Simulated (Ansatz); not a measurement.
Reaction (hydrogenolysis of a C–Al bond): `FC(F)=[CH][AlH2]` + H₂ → `C=C(F)F` + `[AlH3]`

Program: Ansatz. Geometries: PBE0-D4/def2-TZVP. ΔE: electronic, gas phase. CCSD(T)/CBS is the MP2 limit (def2-TZVPP, def2-QZVPP) plus CCSD(T) − MP2 in def2-TZVPP, frozen cores. This one scheme is used for every species. Functionals use def2-TZVPP.

| level | ΔE (kJ/mol) | difference from CCSD(T)/CBS |
| --- | --- | --- |
| revPBE-D4 | 20.5 | 6.3 |
| BLYP-D4 | 17.2 | 3.0 |
| r2SCANh-D4 | 19.5 | 5.3 |
| ωB97M-V | 14.1 | -0.1 |
| B2PLYP | 11.4 | -2.8 |
| PBE | 14.8 | 0.6 |
| BLYP | 9.0 | -5.2 |
| PBE0 | 10.2 | -4.0 |
| CCSD(T)/def2-TZVPP | 12.5 | -1.7 |
| HF/CBS(def2) | -9.7 | -23.9 |
| CCSD(T)/CBS | 14.2 | 0 |

Largest T1 diagnostic among the species: 0.012.

From BLYP to BHLYP (50 % exact exchange), in def2-TZVPP and without D4, ΔE moves by −7.2 kJ/mol. In def2-TZVPP, CCSD(T) changes the Hartree–Fock value by +22.4 kJ/mol (the triples alone add +5.5 kJ/mol) and MP2 by +30.7 kJ/mol. At CCSD(T), def2-SVP lies −9.0 kJ/mol from the extrapolated value and def2-TZVPP −1.7 kJ/mol.
